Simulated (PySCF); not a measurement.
Li (SMILES [Li-]), charge -1, singlet (in this run its highest filled SCF level lies above zero, so its values depend strongly on the basis, on diffuse functions most of all); R2SCAN/3-21G in PySCF.

Here is a job for PySCF.
```python
from pyscf import gto, scf, dft

mol = gto.Mole()
mol.atom = '''
    Li    0.00000000    0.00000000    0.00000000
'''
mol.basis = '3-21g'
mol.charge = -1
mol.verbose = 4
mol.build()

mf = dft.RKS(mol)
mf.xc = 'r2scan'
mf.level_shift = 1.0
mf.max_cycle = 100
mf.kernel()
mf.analyze()
```

Problem. What does PySCF print? Leave out banner, timings and long lists.

Solution. 
```
PySCF version 2.14.0

[INPUT] verbose = 4
[INPUT] num. atoms = 1
[INPUT] num. electrons = 4
[INPUT] charge = -1
[INPUT] spin (= nelec alpha-beta = 2S) = 0
[INPUT] symmetry False subgroup None
[INPUT] Mole.unit = angstrom
[INPUT] Symbol           X                Y                Z      unit          X                Y                Z       unit  Magmom
[...]
nuclear repulsion = 0
number of shells = 5
number of NR pGTOs = 15
number of NR cGTOs = 9
basis = 3-21g
ecp = {}

******** <class 'pyscf.dft.rks.RKS'> ********
method = RKS
initial guess = minao
damping factor = 0
level_shift factor = 1.0
DIIS = <class 'pyscf.scf.diis.CDIIS'>
diis_start_cycle = 1
diis_space = 8
diis_damp = 0
SCF conv_tol = 1e-09
SCF conv_tol_grad = None
SCF max_cycles = 100
direct_scf = True
direct_scf_tol = 1e-13
XC library pyscf.dft.libxc version 7.1.2
    S. Lehtola, C. Steigemann, M. J. T. Oliveira, and M. A. L. Marques,  SoftwareX 7, 1–5 (2018)
XC functionals = r2scan
    J. W. Furness, A. D. Kaplan, J. Ning, J. P. Perdew, and J. Sun,  J. Phys. Chem. Lett. 11, 8208–8215 (2020)
    J. W. Furness, A. D. Kaplan, J. Ning, J. P. Perdew, and J. Sun,  J. Phys. Chem. Lett. 11, 9248–9248 (2020)
    J. W. Furness, A. D. Kaplan, J. Ning, J. P. Perdew, and J. Sun,  J. Phys. Chem. Lett. 11, 8208–8215 (2020)
    J. W. Furness, A. D. Kaplan, J. Ning, J. P. Perdew, and J. Sun,  J. Phys. Chem. Lett. 11, 9248–9248 (2020)
radial grids:
    Treutler-Ahlrichs [JCP 102, 346 (1995); DOI:10.1063/1.469408] (M4) radial grids

becke partition: Becke, JCP 88, 2547 (1988); DOI:10.1063/1.454033
pruning grids: <function nwchem_prune>
grids dens level: 3
symmetrized grids: False
atomic radii adjust function: <function treutler_atomic_radii_adjust>
small_rho_cutoff = 0
Set gradient conv threshold to 3.16228e-05
Initial guess from minao.
tot grids = 13728
init E= -7.40622956565392
[...]
cycle= 1 E= -7.41559052202938  delta_E= -0.00936  |g|= 0.104  |ddm|= 0.67
[...]
cycle= 2 E= -7.42349810886104  delta_E= -0.00791  |g|= 0.0818  |ddm|= 0.226
[...]
cycle= 3 E= -7.42807031406056  delta_E= -0.00457  |g|= 0.0672  |ddm|= 0.165
[...]
cycle= 4 E= -7.43094970371481  delta_E= -0.00288  |g|= 0.0561  |ddm|= 0.13
[...]
cycle= 5 E= -7.4329453388014  delta_E= -0.002  |g|= 0.0467  |ddm|= 0.111
[...]
cycle= 6 E= -7.43432840102997  delta_E= -0.00138  |g|= 0.0389  |ddm|= 0.095
[...]
cycle= 7 E= -7.43528643090824  delta_E= -0.000958  |g|= 0.0324  |ddm|= 0.0809
[...]
[...]
[...]
cycle= 27 E= -7.43743122487334  delta_E= -5.14e-07  |g|= 0.000741  |ddm|= 0.0021
[...]
cycle= 28 E= -7.43743157755948  delta_E= -3.53e-07  |g|= 0.000614  |ddm|= 0.00174
[...]
cycle= 29 E= -7.43743181973851  delta_E= -2.42e-07  |g|= 0.000509  |ddm|= 0.00144
[...]
cycle= 30 E= -7.43743198603485  delta_E= -1.66e-07  |g|= 0.000421  |ddm|= 0.00119
[...]
cycle= 31 E= -7.43743210022695  delta_E= -1.14e-07  |g|= 0.000349  |ddm|= 0.000989
[...]
cycle= 32 E= -7.43743217863946  delta_E= -7.84e-08  |g|= 0.000289  |ddm|= 0.00082
[...]
cycle= 33 E= -7.43743223248184  delta_E= -5.38e-08  |g|= 0.00024  |ddm|= 0.00068
[...]
cycle= 34 E= -7.43743226945479  delta_E= -3.7e-08  |g|= 0.000199  |ddm|= 0.000563
[...]
cycle= 35 E= -7.43743229484362  delta_E= -2.54e-08  |g|= 0.000165  |ddm|= 0.000467
[...]
cycle= 36 E= -7.43743231227776  delta_E= -1.74e-08  |g|= 0.000136  |ddm|= 0.000387
[...]
cycle= 37 E= -7.43743232424951  delta_E= -1.2e-08  |g|= 0.000113  |ddm|= 0.000321
[...]
cycle= 38 E= -7.43743233247031  delta_E= -8.22e-09  |g|= 9.37e-05  |ddm|= 0.000266
[...]
cycle= 39 E= -7.4374323381154  delta_E= -5.65e-09  |g|= 7.77e-05  |ddm|= 0.00022
[...]
cycle= 40 E= -7.43743234199179  delta_E= -3.88e-09  |g|= 6.44e-05  |ddm|= 0.000182
[...]
cycle= 41 E= -7.43743234465363  delta_E= -2.66e-09  |g|= 5.33e-05  |ddm|= 0.000151
[...]
cycle= 42 E= -7.43743234648147  delta_E= -1.83e-09  |g|= 4.42e-05  |ddm|= 0.000125
[...]
cycle= 43 E= -7.43743234773662  delta_E= -1.26e-09  |g|= 3.66e-05  |ddm|= 0.000104
[...]
cycle= 44 E= -7.4374323485985  delta_E= -8.62e-10  |g|= 3.03e-05  |ddm|= 8.6e-05
[...]
Extra cycle  E= -7.43743235043329  delta_E= -1.83e-09  |g|= 6.51e-06  |ddm|= 0.000485
converged SCF energy = -7.43743235043329
**** SCF Summaries ****
Total Energy =                          -7.437432350433294
Nuclear Repulsion Energy =               0.000000000000000
One-electron Energy =                  -10.262402958619148
Two-electron Energy =                    2.824970608185854
Two-electron Coulomb Energy =            4.750699522080493
DFT Exchange-Correlation Energy =       -1.925728913894639
HOMO-LUMO gap [eV] =                     1.378013903494341
**** MO energy ****
[...]
 ** Mulliken pop on meta-lowdin orthogonal AOs  **
 ** Mulliken pop  **
[...]
 ** Mulliken atomic charges  **
charge of    0Li =     -1.00000

WARN: System has nonzero charge -1; the dipole moment is origin-dependent.
Location of origin: [0. 0. 0.]

Dipole moment(X, Y, Z, Debye):  0.00000,  0.00000, -0.00000
```
